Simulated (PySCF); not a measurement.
Method: PySCF, PBE0, basis N def2-SVP, Bi def2-SVP with ECP60 (scalar-relativistic core potentials, no spin–orbit coupling, density fitting).

```xyz
4
charge 0 multiplicity 1, angstrom
N     0.0000    0.0000   -1.5135
Bi    1.6844    0.0000    0.0337
Bi   -0.8422    1.4587    0.0337
Bi   -0.8422   -1.4587    0.0337
```

Bi3N (singlet), along the line from N1 (at 0) through Bi2 (at 2.287 Å). Core electrons replaced by a potential are absent, the electrostatic potential uses the reduced nuclear charge, and values within about 0.7 Å of such atoms have no physical meaning.

Problem. Tabulate the fields along this line at -0.69, -0.46, -0.23, 0.11, 0.34, 0.57, 0.80, 1.03, 1.26, 1.49, 3.20, 3.43, 3.66 Å.

Solution. 
```json
{"distance (Å)": "-0.69", "electron density (e/Å³)": "1.11", "electron localisation function": "0.884", "electrostatic potential (V)": "9.61"}
{"distance (Å)": "-0.46", "electron density (e/Å³)": "2.55", "electron localisation function": "0.772", "electrostatic potential (V)": "43"}
{"distance (Å)": "-0.23", "electron density (e/Å³)": "7.19", "electron localisation function": "0.1", "electrostatic potential (V)": "188"}
{"distance (Å)": "0.11", "electron density (e/Å³)": "73.4", "electron localisation function": "0.982", "electrostatic potential (V)": "534"}
{"distance (Å)": "0.34", "electron density (e/Å³)": "3.14", "electron localisation function": "0.228", "electrostatic potential (V)": "91.4"}
{"distance (Å)": "0.57", "electron density (e/Å³)": "1.69", "electron localisation function": "0.792", "electrostatic potential (V)": "25.9"}
{"distance (Å)": "0.80", "electron density (e/Å³)": "0.874", "electron localisation function": "0.755", "electrostatic potential (V)": "10.1"}
{"distance (Å)": "1.03", "electron density (e/Å³)": "0.555", "electron localisation function": "0.387", "electrostatic potential (V)": "9.94"}
{"distance (Å)": "1.26", "electron density (e/Å³)": "0.678", "electron localisation function": "0.207", "electrostatic potential (V)": "18.9"}
{"distance (Å)": "1.49", "electron density (e/Å³)": "1.93", "electron localisation function": "0.37", "electrostatic potential (V)": "42.4"}
{"distance (Å)": "3.20", "electron density (e/Å³)": "1.11", "electron localisation function": "0.396", "electrostatic potential (V)": "26.8"}
{"distance (Å)": "3.43", "electron density (e/Å³)": "0.416", "electron localisation function": "0.472", "electrostatic potential (V)": "12.3"}
{"distance (Å)": "3.66", "electron density (e/Å³)": "0.181", "electron localisation function": "0.579", "electrostatic potential (V)": "6.2"}
```

On a grid of 0.11 Å the density has a local minimum along the bond near 1.14 Å from N, at 0.55 e/Å³, where the ELF is 0.24.

No spin–orbit coupling is included, which matters more the heavier the element.
